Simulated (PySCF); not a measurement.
Identify the unknown among the candidates.

All candidates are C5H14OSi2.

- Rotational structure: rotational constants A, B, C: 3.567, 0.602, 0.535 GHz [GFN2-xTB]
- 13C NMR: chemical shifts (computed TMS as zero) by class: 225.5 (1 C), 43.7 (1 C), 29.2 (1 C), 10.7 (1 C), -0.2 (1 C) ppm [GIAO PBE0/pcSseg-1]
- NMR, other nuclei: isotropic shieldings of nuclei other than C and H, by class: -305 (1 O), 393 (1 Si), 431 (1 Si) ppm [GIAO PBE0/pcSseg-1]
- 1H NMR: chemical shifts (computed TMS as zero) by class: 4.52 (2 H), 3.89 (3 H), 2.77 (2 H), 2.13 (2 H), 0.68 (2 H), -0.12 (3 H) ppm [GIAO PBE0/pcSseg-1]
- Dipole: 3.27 D [PBE0/pcSseg-1]

The electronic properties come from PySCF, for the isolated species, density fitting. Levels stand in brackets. Geometry: GFN2-xTB, one conformer, isolated molecule. NMR classes are plain means over equivalent atoms (diastereotopic ones count apart unless rotation or inversion swaps them), as if these changed places fast.

Question: Which candidate is it?
A. `CCO[Si@H](C)/C=C\[SiH3]`
B. `CC[C@@H]1CO[Si@H]([SiH3])C1`
C. `CCC[Si]1(O[SiH3])CC1`
D. `C[SiH2]CCC(=O)C[SiH3]`
E. `CC(C)/C([SiH3])=C/O[SiH3]`

Answer: D. It is `C[SiH2]CCC(=O)C[SiH3]`. Numbering: `[CH3:1][SiH2:2][CH2:3][CH2:4][C:5](=[O:6])[CH2:7][SiH3:8]`. Its formula, C5H14OSi2, gives 1 degree of unsaturation: 0 rings and 1 π bond in the structure found. 5 carbons fall into 5 classes; from least to most shielded: ketone carbonyl carbon [C5] (225.5 ppm), sp3 carbon next to a carbonyl [C4] (43.7 ppm), sp3 carbon bound to silicon [C7] (29.2 ppm), sp3 carbon bound to silicon [C3] (10.7 ppm), Si-methyl carbon [C1] (-0.2 ppm). Hydrogen classes from least to most shielded: 2 H on an SiH2 silicon, Si2 (4.52 ppm, a mean of values up to 0.8 ppm apart in this geometry), 3 H on an SiH3 silicon, Si8 (3.89 ppm), 2 H on an sp3 carbon next to a carbonyl, C4 (2.77 ppm, a mean of values up to 0.6 ppm apart in this geometry), 2 H on an sp3 carbon bound to silicon, C7 (2.13 ppm), 2 H on an sp3 carbon bound to silicon, C3 (0.68 ppm), 3 H on an Si-methyl carbon, C1 (-0.12 ppm). The other shieldings belong to: -305 ppm, ketone oxygen [O6]; 393 ppm, SiH2 silicon [Si2]; 431 ppm, SiH3 silicon [Si8]. The optimised geometry has point group C1 and is an asymmetric top.

The others, at the same levels:
- `CC[C@@H]1CO[Si@H]([SiH3])C1` fails: its computed 13C shifts are 73.0 (1 C), 44.4 (1 C), 31.8 (1 C), 23.7 (1 C), 15.6 (1 C) ppm, 1H shifts are 5.39 (1 H), 4.25 (1 H), 3.75 (1 H), 3.32 (3 H), 1.76 (1 H), 1.73 (1 H), 1.47 (1 H), 1.08 (1 H), 1.05 (3 H), 0.77 (1 H) ppm and rotational constant A is 2.133 GHz (against 3.567 GHz).
- `CCC[Si]1(O[SiH3])CC1` fails: it has 4 carbon classes against 5; its computed 13C shifts are 20.3 (1 C), 18.6 (1 C), 17.5 (1 C), -1.4 (2 C) ppm, 1H shifts are 5.02 (3 H), 1.35 (2 H), 1.08 (3 H), 1.02 (2 H), 0.93 (2 H), 0.49 (2 H) ppm and rotational constant A is 2.439 GHz (against 3.567 GHz).
- `CC(C)/C([SiH3])=C/O[SiH3]` fails: it has 4 carbon classes against 5; its computed 13C shifts are 152.6 (1 C), 128.9 (1 C), 36.0 (1 C), 25.6 (2 C) ppm, 1H shifts are 6.91 (1 H), 5.03 (3 H), 4.13 (3 H), 2.25 (1 H), 1.11 (6 H) ppm and rotational constant A is 2.413 GHz (against 3.567 GHz).
- `CCO[Si@H](C)/C=C\[SiH3]` fails: its computed 13C shifts are 160.6 (1 C), 153.1 (1 C), 61.7 (1 C), 20.6 (1 C), 0.1 (1 C) ppm, 1H shifts are 7.34 (1 H), 7.15 (1 H), 5.16 (1 H), 4.30 (3 H), 3.90 (1 H), 3.88 (1 H), 1.38 (3 H), 0.25 (3 H) ppm and rotational constant A is 1.297 GHz (against 3.567 GHz).

Each candidate is one conformer, not necessarily the lowest. Dipoles, sizes and rotational constants follow the conformer. The torsions of the flexible species, by atom-mapped SMILES:
- `[CH3:1][SiH2:2][CH2:3][CH2:4][C:5](=[O:6])[CH2:7][SiH3:8]`: C1–Si2–C3–C4 -145°, Si2–C3–C4–C5 -46°, C3–C4–C5–O6 22°, C4–C5–C7–Si8 172°
- `[CH3:1][CH2:2][CH2:3][Si:4]1([O:5][SiH3:6])[CH2:7][CH2:8]1`: C1–C2–C3–Si4 180°, C2–C3–Si4–O5 179°, C3–Si4–O5–Si6 -174°
- `[CH3:1][CH:2]([CH3:3])/[C:4]([SiH3:5])=[CH:6]/[O:7][SiH3:8]`: C1–C2–C4–Si5 61°, C4–C6–O7–Si8 177°
- `[CH3:1][CH2:2][O:3][Si@H:4]([CH3:5])/[CH:6]=[CH:7]\[SiH3:8]`: C1–C2–O3–Si4 -167°, C2–O3–Si4–C5 176°, O3–Si4–C6–C7 37°

The conformers of `CC[C@@H]1CO[Si@H]([SiH3])C1` aren't listed.
